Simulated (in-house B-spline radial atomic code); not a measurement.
Values are calculated unless marked as measured or tabulated.
**Building a PAW s channel for Mn, r_c = 3.05 bohr**

Mn, [Ar] 3d5 4s2, non-relativistic LDA (VWN5), spherical and spin-unpolarised, from a B-spline radial code for spherical atoms (atomic units; all potentials screened as in the neutral atom).

Two all-electron partial waves φ1, φ2 are integrated outwards at E1 = ε(4s) = -0.191136 and E2 = E1 + 1 hartree; φ1 is the bound orbital and φ2 has unit norm inside r_c = 3.0497 bohr. Smooth partners are polynomials, r^1(a0 + a1 r² + a2 r⁴ + a3 r⁶), matched to φ and three derivatives at r_c, with no condition on the norm. The local potential is -1.84908 + (0.427841) r² + (-0.0431652) r⁴ + (0.00161641) r⁶ inside 2.6097 bohr and the all-electron one outside.

```csv
wave,φ(r_c),φ'(r_c),a0,a1,a2,a3
1,0.5822921,-0.120771,0.4030851,-0.02804258,0.0004742762,9.49109e-06
2,0.6742864,1.331095,-1.724329,0.4015586,-0.02529556,0.00049571
```

Inside r_c the overlaps are <φi φj> = [[0.54565, -0.42826], [-0.42826, 1.00000]] and, for the smooth waves, [[0.70054, -0.96233], [-0.96233, 2.81788]]. With χj = (Ej − T − V_local) applied to smooth wave j, the program's quadrature gives the matrix B_ij = <smooth i, χj> as [[0.26708, -1.26031], [-0.72624, 3.59722]].

(1) Check the match of the first wave, and find the augmentation charges q_ij.

(2) B isn't symmetric. Show that D_ij = B_ij + Ej q_ij is.

Solving (T + V_local + Σ p D p) ψ = E (1 + Σ p q p) ψ in a sphere of 9 bohr, whose wall lifts the free-atom level a little, gives these levels:

```csv
all-electron,one projector,two projectors
-0.190583,-0.190583,-0.190583
0.093183,0.089897,0.093156
0.442129,0.405287,0.442070
0.949211,0.740043,0.949170
1.603760,1.155320,1.599010
```

(3) What does the second projector gain?

Results:

(1) At r_c the four terms are 1.22929, -0.79541, 0.12512, 0.02329, which sum to 0.5823, φ1(r_c) to rounding. q_ij is the all-electron overlap less the smooth one: [[-0.15490, 0.53407], [0.53407, -1.81788]]. The smooth first wave has a norm of 0.7005 inside r_c against 0.5456, so q11 is negative and must stay small enough for the overlap operator to be positive.

(2) Integrating by parts gives B12 − B21 = (E1 − E2) q12: -1.26031 − (-0.72624) = -0.53407, and −1 × (0.53407) = -0.53407. So D12 = -1.26031 + (0.808864)(0.53407) = -0.82832 and D21 = -0.72624 + (-0.191136)(0.53407) = -0.82832; D11 = 0.29668, D22 = 2.12680. The projectors, p = (B⁻¹)ᵀ χ, are dual to the smooth waves; det B = 0.045.

(3) With one projector the errors are 0.00, -3.29, -36.84 millihartree, and the level at 0.7400 is out of step with the all-electron series: an extra state, or one far too low, so the pairing ends there; skipping it, the next levels are off by +206.1 millihartree. With two the errors are 0.00, -0.03, -0.06, -0.04, -4.75 millihartree. The scattering is exact at E1 and at E2 = 0.809, and over all levels compared the largest error is 4.8 millihartree. The lowest eigenvalue of the overlap operator is 0.572 with one and 0.1196 with two projectors. The smooth orbital alone needs a cutoff of 0.819 hartree for 1 millihartree of kinetic energy, against 3.18 for a norm-conserving Troullier-Martins orbital of the same radius; part of the gain comes from giving up the norm, part from the simpler form.
